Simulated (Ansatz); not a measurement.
Cartesian coordinates in Å:
```
P -0.775 -2.113 0.294
Si -0.333 0.061 0.521
C 1.264 0.664 -0.199
C 0.019 1.004 -1.034
H -2.171 -1.983 0.525
H -0.493 -2.440 1.648
H -0.897 0.811 1.668
H 1.953 -0.055 -0.630
H 1.768 1.498 0.278
H -0.259 2.052 -1.081
H -0.075 0.500 -1.990
```

The species carries charge 0 and has multiplicity 1.

(1) List the r2SCAN/def2-TZVPP orbital energies in eV (Ansatz). (Best estimate.)

Results:

(1) The calculation gave: Occupied: -2088.42, -1790.87, -272.98, -272.98, -175.88, -141.35, -125.37, -125.35, -125.27, -96.22, -96.20, -96.19, -20.30, -16.60, -15.31, -12.63, -11.77, -10.55, -10.01, -9.08, -8.79, -7.38, -6.76, -6.00. Lowest empty: -0.51, -0.21, 0.27, 0.64, 1.20, 1.30, 2.53, 2.66.
